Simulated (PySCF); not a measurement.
How methods differ on the ionisation energy of In+

In+ [Kr] 4d10 5s2 (1S) → In(2+) [Kr] 4d10 5s1 (2S), as a difference of total energies. All numbers are calculated (PySCF 2.14, a scalar-relativistic core potential, in def2-SVP with the def2 core potential (28 electrons) (4s4p2d, 26 functions)). Correlated levels: valence: 4s2 4p6 4d10 frozen. The calculations carry no spin-orbit coupling.

Question: Order these methods by the ionisation energy they give, lowest first.
A. UHF
B. r2SCAN
C. CCSD (valence)
D. SCS-MP2 (valence)

Answer: A (17.000 eV), D (17.677 eV), C (17.849 eV), B (18.799 eV).

Errors of the correlated levels include the incompleteness of this basis and the frozen core.

With two correlated electrons CCSD is exact in that space.

For comparison: 18.870 eV (measured; NIST Atomic Spectra Database, ionization energies).
